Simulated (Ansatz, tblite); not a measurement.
Removing and adding an electron: Li4F4. Charge 0, multiplicity 1. Geometry: PBE-D4/def2-SVP. Ansatz, gas phase; energy differences of separate SCF runs; the oxidised species was run as a doublet alone; the reduced species was run as a doublet alone.

```xyz
8

Li   -0.3870    1.4134    1.5675
Li   -1.1082   -1.4947    1.0739
Li    1.1118    1.4935   -1.0718
Li    0.3831   -1.4120   -1.5695
F    -1.1109   -0.0589    1.9593
F    -0.5356   -2.1581   -0.3675
F     1.1071    0.0603   -1.9616
F     0.5396    2.1566    0.3698
```

The xTB rows come from tblite. HOMO above LUMO, or a gap near zero within one spin, warns that the state may not be the lowest or that an electron is smeared out. The structure comes from a short search, and lower isomers may exist.

```tsv
level	−HOMO (eV)	vertical IE (eV)	−LUMO (eV)	vertical EA (eV)	HOMO–LUMO gap (eV)	IE − EA (eV)	remarks
GFN1-xTB	11.69	14.55	7.09	4.84	4.60	9.71	–
PBE-D4/def2-TZVPD	7.50	–	0.86	-0.24	6.64	–	HOMO above zero (-1 doublet), gap within one spin near zero (-1 doublet)
r2SCAN-D4/def2-TZVP	7.86	10.73	0.24	–	7.62	–	gap within one spin near zero (+1 doublet)
r2SCAN-D4/def2-TZVPD	7.87	–	0.25	-0.41	7.62	–	HOMO above zero (-1 doublet)
```

Problem. Estimate the rows for GFN2-xTB, PBE-D4/def2-TZVP, PBE0-D4/def2-TZVP, PBE0-D4/def2-TZVPD.

Solution. 
| level | −HOMO (eV) | vertical IE (eV) | −LUMO (eV) | vertical EA (eV) | HOMO–LUMO gap (eV) | IE − EA (eV) | remarks |
| --- | --- | --- | --- | --- | --- | --- | --- |
| GFN2-xTB | 11.35 | 14.36 | 3.90 | 1.11 | 7.45 | 13.25 | – |
| PBE-D4/def2-TZVP | 7.46 | 10.42 | 0.85 | – | 6.60 | – | gap within one spin near zero (+1 doublet) |
| PBE0-D4/def2-TZVP | 9.42 | 11.46 | 0.26 | – | 9.17 | – | – |
| PBE0-D4/def2-TZVPD | 9.45 | – | 0.29 | -0.38 | 9.16 | – | HOMO above zero (-1 doublet) |

   A HOMO above zero means that the electron is unbound at that level or that self-interaction error raises the level; the energy of removing that electron tells which. Raw xTB energy differences between charge states are shifted by several eV; the methods need an empirical correction for them. A negative affinity means that the extra electron isn't bound; its size then hangs on the basis.
